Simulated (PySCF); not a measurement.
Species: C₇H₁₁OP.
Bonds: C1–C2 (double), C2–C3, C3–C4 (double), C4–O5, O5–C6, C4–P7, P7–C8, C8–C9, C3–C9. Hydrogens: H10, H11 on C1; H12 on C2; H13, H14, H15 on C6; H16 on P7; H17, H18 on C8; H19, H20 on C9.

Theory: PBE0-D3(BJ)/def2-SVP geometry optimisation, gas phase (PySCF).

Problem. Give the optimised bond lengths and angles.

Solution. 
```tsv
bond	length (Å)	order
C1=C2	1.343	double
C2–C3	1.449	single
C3=C4	1.360	double
C4–O5	1.344	single
O5–C6	1.404	single
C4–P7	1.854	single
P7–C8	1.860	single
C8–C9	1.529	single
C3–C9	1.504	single
C1–H10	1.094	single
C1–H11	1.092	single
C2–H12	1.095	single
C6–H13, C6–H14, C6–H15	1.102	single
P7–H16	1.438	single
C8–H17, C8–H18	1.101	single
C9–H19, C9–H20	1.105	single
```

Bonds in one row agree within 0.01 Å and their mean is given. Orders are formal, as drawn. A selection of angles:
```tsv
angle	degrees
C2–C1–H10	122.1
C2–C1–H11	121.0
H10–C1–H11	116.9
C1–C2–C3	125.7
C1–C2–H12	119.2
C3–C2–H12	115.0
C2–C3–C4	122.6
C2–C3–C9	123.2
C4–C3–C9	114.0
C3–C4–O5	121.8
C3–C4–P7	114.3
O5–C4–P7	123.8
C4–O5–C6	118.6
O5–C6–H13	106.7
O5–C6–H14	111.8
H13–C6–H14	108.7
C4–P7–C8	88.1
C4–P7–H16	96.6
C8–P7–H16	98.3
P7–C8–C9	108.5
P7–C8–H17	105.7
P7–C8–H18	111.0
C9–C8–H17	110.3
C9–C8–H18	113.7
H17–C8–H18	107.3
C8–C9–H19	111.0
C3–C9–C8	107.7
C3–C9–H19	111.8
C3–C9–H20	109.5
H19–C9–H20	106.3
```

Dihedral angles: C1–C2–C3–C4 174° (antiperiplanar); C2–C3–C4–O5 -2° (synperiplanar); C3–C4–O5–C6 167° (antiperiplanar); C3–C4–P7–C8 -11° (synperiplanar); C4–P7–C8–C9 22° (synperiplanar); P7–C8–C9–C3 -29° (synperiplanar); C2–C3–C9–C8 -162° (antiperiplanar). The mirror-image conformer, all signs reversed, is as good.

The 2 C–O bonds span 1.344 Å (C4–O5, drawn single) to 1.404 Å (O5–C6, drawn single), a spread of 0.060 Å. The C–C distances run from 1.343 Å (C1=C2, drawn double) to 1.529 Å (C8–C9, drawn single), a spread of 0.186 Å. P7 (phosphine phosphorus) is pyramidal (angles 98.3°, 96.6° and 88.1°, sum 282.9°, 0.89 Å off the plane of its three neighbours). The 5-membered ring C3–C4–P7–C8–C9 has internal angles of 88.1° to 114.3°; it is puckered, 0.13 Å rms from its mean plane, widest ring torsion 29°. Of the pairs four or more bonds apart, O5···H12 is among the closest relative to their van der Waals radii: 2.48 Å, 91 % of the sum of Bondi's values.

Point group: C1 (no symmetry element, even within 0.4 Å). Stationary, but not proved a minimum. The numbers are those of one conformer.
